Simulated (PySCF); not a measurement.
Z-matrix (Å, degrees):
```
W
O 1 1.9231
H 2 0.9747 1 120.78
O 1 1.9326 2 89.84 3 -69.67
H 4 0.9768 1 114.77 2 175.06
O 1 1.9390 2 109.99 3 124.80
H 6 0.9805 1 110.09 2 93.11
O 1 1.9571 2 158.31 3 -11.19
H 8 0.9778 1 110.06 2 130.95
O 1 1.9681 2 88.99 3 -158.71
H 10 0.9769 1 113.35 2 67.60
N 1 1.9976 2 81.55 3 38.07
H 12 1.0255 1 126.07 2 27.28
H 12 1.0256 13 110.11 3 158.41
```
Charge 0, multiplicity 1.

Task: Estimate the charge on the central atom (Mulliken), dipole moment and total energy that PySCF with PBE-D3(BJ)/def2-TZVP // PBE-D3(BJ)/def2-SVP returns for this input.

Result: 
* **charge on the central atom (Mulliken)**: 1.21 e
* **dipole moment**: 1.50 D
* **total energy**: -502.1956 Ha
